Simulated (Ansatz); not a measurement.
Two isomers of C2H7BO2: A = `CBOCO`, B = `CB(O)CO`.

Program: Ansatz. Geometries: PBE0-D4/def2-TZVP. ΔE: electronic, gas phase. CBS: MP2 limit from def2 TZ/QZ plus the TZ coupled-cluster correction, frozen cores. DFT in def2-TZVPP. B3LYP here is the variant with VWN-RPA as its local correlation; programs differ in this. Each species was taken in one conformer, which may not be the lowest.

Problem. Which is lower in electronic energy at CCSD(T)/CBS, and by how much? (Estimate.)

Solution. Computed: B, by 9.9 kcal/mol.

Problem. Give E(B) − E(A) in kcal/mol with B3LYP-D4, HF/def2-TZVPP, MP2/def2-TZVPP, CCSD(T)/def2-TZVPP, ωB97M-V, r2SCAN-D4, PBE0-D4. (Best estimate.)

Solution. Computed: B3LYP-D4 -8.9, HF/def2-TZVPP -6.2, MP2/def2-TZVPP -9.9, CCSD(T)/def2-TZVPP -9.2, ωB97M-V -9.8, r2SCAN-D4 -9.7, PBE0-D4 -10.0. None reverses the order clearly.

Largest T1 diagnostic: 0.012.

In def2-TZVPP, CCSD(T) changes the Hartree–Fock value by −3.0 kcal/mol (the triples alone add −0.0 kcal/mol) and MP2 by −3.7 kcal/mol.
